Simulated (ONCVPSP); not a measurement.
## N (Z = 7): variants of one ONCV potential

Base potential:

nitrogen, optimised norm-conserving Vanderbilt (ONCV), made with ONCVPSP 4.0.1 (LDA (Perdew-Wang 92), fully relativistic). Core [He], reference 2s2 2p3. Waves: 2s: rc 1.10 bohr, ncon 3, nbas 7, qcut 6.3 1/bohr, local; 2p: rc 2.60 bohr, ncon 3, nbas 6, qcut 6 1/bohr, 2 projectors, debl 2.7 Ha; d scattering state at 0.27 Ha: rc 2.20 bohr, ncon 4, nbas 8, qcut 5.1 1/bohr, 2 projectors, debl 2.5 Ha. Local part: the s channel. Core correction: polynomial model core, fcfact 0.15.

Open shells are filled in proportion to 2j + 1.

All-electron outer shells of the reference configuration (LDA (PZ), scalar-relativistic, ld1.x):

```csv
shell,level (eV),outermost node (bohr),outermost maximum (bohr)
1s,-381.53,–,0.15
2s,-18.42,0.32,1.02
2p,-7.24,–,0.97
```

Cutoffs, loose and tight: the cutoffs (Ha) at which the residual kinetic energy of the hardest occupied pseudo-wave falls to 1 and 0.1 mHa per electron. They do not see the model core or the augmentation charge, which bear on the density cutoff. Test errors are all-electron minus pseudo excitation energies from the reference, over the configurations 2s2 2p2; 2s2 2p1; 2s2 2p0; 2s0 2p5. A dash means not determined; rows that change the core or the reference have their own tests.

| change | outcome | cutoff, loose | cutoff, tight | bound ghosts | GHOST(+) flags above zero | largest test error (meV) |
| --- | --- | --- | --- | --- | --- | --- |
| base | generated | 20 Ha | 103 Ha | none | none | +4163 |
| core correction Teter function, fcfact 3.75, rcfact 1.55 | generated | 20 Ha | 103 Ha | none | none | +4136 |
| p: nproj 1 | generated | 20 Ha | 103 Ha | none | none | +4163 |
| s: nproj 1; local potential polynomial inside 0.85 bohr (lpopt 5, dvloc0 2 Ha) | generated | 20 Ha | 103 Ha | none | none | +4136 |
| d: rc 1.88 | generated | 20 Ha | 103 Ha | none | none | +4163 |

Problem. What comes out with this change to the base: p: rc 2.98?

Solution. outcome: generated; cutoff, loose: 20 Ha; cutoff, tight: 103 Ha; bound ghosts: none; GHOST(+) flags above zero: none; largest test error (meV): +5905.

Problem. What comes out with this change to the base: s: ncon 4, nbas 8?

Solution. outcome: generated; cutoff, loose: 24 Ha; cutoff, tight: 128 Ha; bound ghosts: none; GHOST(+) flags above zero: none; largest test error (meV): +4136.
